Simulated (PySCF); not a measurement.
C3H9BFN, SMILES CCNB(C)F.

Geometry: ωB97X-D3(BJ)/def2-SVP. This is a generated structure with no PubChem entry under its InChIKey; it may be hypothetical. One conformer was computed; it need not be the lowest.

The numbers are results of M06-2X/def2-TZVP in PySCF, not measurements.

The molecule is in vacuum.

```yaml
total_energy: -299.29090 hartree
highest_occupied_level: -8.90 eV
lowest_empty_level: 1.35 eV
orbital_gap: 10.25 eV
dipole_moment: 2.31 D
quadrupole, principal values (traceless, Buckingham form, about the centre of nuclear charge): -5.30, 0.44, 4.86 D·Å
mean_static_polarisability: 58.6 bohr³ (8.68 Å³)
polarisability_principal_values: 50.7, 55.4, 69.6 bohr³
```
